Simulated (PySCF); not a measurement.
## Structure elucidation problem

An unknown has the formula C₂H₁₁O₂PSi₃. Its calculated NMR data are:

1H NMR (500 MHz, computed): δ 4.44 (m, 2H), 4.02 (m, 6H), 3.70 (s, 3H).

13C{1H} NMR (computed): δ 184.7 (C), 51.8 (CH3).

Non-relativistic Hamiltonian, rapidly exchanging positions averaged, isolated molecule, one conformer. Coordinates at the PBE0-D3(BJ)/def2-SVP level; NMR shieldings at B97-2/pcSseg-1/GIAO; PySCF 2.14.

References, each an isolated molecule treated in the same way: TMS for 1H, 13C.

Task: What is the structure?

Result: 
1. 2 carbon signals for 2 carbons: no two carbons are equivalent.
2. Carbon types of the structure: 1 × C, 1 × CH3, leaving 8 H on heteroatoms.
3. δC 184.7: carbonyl carbon.
4. δC 51.8: methyl carbon bonded to O; deshielded by the electronegative neighbour.
5. δH 4.44: hydrogen on a silicon bonded to C, P.
6. δH 4.02: hydrogen on a silicon bonded to P.
7. δH 3.70: hydrogen on a methyl carbon bonded to O; its carbon carries O, hence the downfield position.

These data were computed for SMILES COC(=O)[SiH2]P([SiH3])[SiH3].

This is the structure that produced the data.

Splittings by 31P in the carbon and heteronuclear signals aren't shown, as no couplings were computed. Shifts are as computed. Against solution values, carbons near 30 ppm lie about +1 ppm off and those near 130 ppm about +2 ppm. Of 1309 compounds with measured shifts, 239 miss one by over three times the rms of a fit or turn the order of signals round; such compounds aren't used in these exercises. Multiplicities follow the n + 1 count of equivalent neighbours, as no J values were calculated; m marks all less simple cases, F and P coupling included.
